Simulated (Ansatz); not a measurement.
Molecule: pentane-3-selenol, C₅H₁₂Se, net charge 0, singlet state. 
Coordinates optimised at B3LYP-D3(BJ)/def2-TZVP (Ansatz, an electronic-structure program):
```
C
H 1 1.0942
C 1 1.5276 2 109.21
H 3 1.0942 1 109.04 2 -172.94
H 3 1.0962 4 106.06 1 115.01
C 3 1.5239 4 110.10 5 117.83
H 6 1.0898 3 111.25 4 61.56
H 6 1.0912 7 108.27 3 121.92
H 6 1.0929 7 107.82 8 116.32
C 1 1.5276 2 109.21 3 123.25
H 10 1.0942 1 109.04 2 172.94
H 10 1.0962 11 106.06 1 -115.01
C 10 1.5239 11 110.10 12 -117.83
H 13 1.0898 10 111.25 11 -61.56
H 13 1.0912 14 108.27 10 -121.92
H 13 1.0929 14 107.82 15 -116.32
Se 1 1.9970 2 101.63 3 -118.37
H 17 1.4734 1 94.11 2 180.00
```
Charge 0, spin multiplicity 1.

Dipole moments at this geometry, in debye (magnitudes).

| level | program | dipole (D) |
|---|---|---|
| PBE/def2-TZVPD | Ansatz | 1.63 |
| revPBE/def2-TZVPD | Ansatz | 1.63 |
| B97M-V/def2-TZVPD | Ansatz | 1.61 |
| B3LYP/def2-TZVPD | Ansatz | 1.63 |
| PBE0/def2-TZVPD | Ansatz | 1.68 |
| BHLYP/def2-TZVPD | Ansatz | 1.68 |
| r2SCANh/def2-TZVPD | Ansatz | 1.72 |
| r2SCAN0/def2-TZVPD | Ansatz | (withheld) |
| HSE06/def2-TZVPD | Ansatz | 1.68 |
| CAM-B3LYP/def2-TZVPD | Ansatz | 1.64 |
| wB97M-V/def2-TZVPD | Ansatz | 1.61 |
| wB97X-V/def2-TZVPD | Ansatz | 1.67 |
| CCSD(T)/aug-cc-pVDZ | Ansatz | (withheld) |

**Question.** Fill in the missing entries.

**Answer.** 
- r2SCAN0/def2-TZVPD, dipole (D): 1.73
- CCSD(T)/aug-cc-pVDZ, dipole (D): 1.58
